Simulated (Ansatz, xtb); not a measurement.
# Relaxing a trial structure of BH5O3S

The starting geometry of this gas-phase singlet was built from a drawn formula by distance geometry; its bonds are those of `O[B-](O)(O)[SH2+]`.

```xyz
10

B    -0.0085   -0.3189   -0.1366
O    -1.0267   -0.0993   -1.1066
O     1.0488   -1.0644   -0.8107
O    -0.4669   -1.0888    0.9936
S     0.6624    1.2956    0.4805
H    -1.8158    0.3875   -0.6161
H     1.7620   -1.2887   -0.0820
H    -0.8422   -1.9286    0.6010
H     1.0959    2.0806   -0.5145
H    -0.3259    1.9738    1.1942
```

Task: Predict what it relaxes into with r2SCAN-D4/def2-SVP.

Result: It falls apart into BH3O3 + H2S. Contacts that open: B1–S5 (1.85 → 3.45 Å).

The energy falls by 2.50 eV over 26 steps:

| step | E − E(last) (eV) |
| --- | --- |
| 1 | 2.502 |
| 4 | 0.635 |
| 7 | 0.331 |
| 9 | 0.314 |
| 12 | 0.115 |
| 15 | 0.080 |
| 18 | 0.052 |
| 20 | 0.010 |
| 23 | 0.000 |
| 26 | 0.000 |

Final geometry (Å):

```xyz
10

B    -0.1484   -0.7370   -0.3963
O    -1.1055    0.1162   -0.8783
O     1.1016   -0.6097   -0.9365
O    -0.3457   -1.7058    0.5565
S     0.7939    2.1924    1.1544
H    -1.9701    0.0164   -0.4683
H     1.7053   -1.2543   -0.5476
H    -1.2254   -1.7288    0.9466
H     1.4573    1.3370    0.3438
H    -0.1800    2.3224    0.2285
```

From the same start GFN2-xTB reaches the same bonding as this run.

The end wasn't checked by frequencies. Run with Ansatz 0.2.0, 49 s on 2 threads of Arm Neoverse V2, on a shared host.
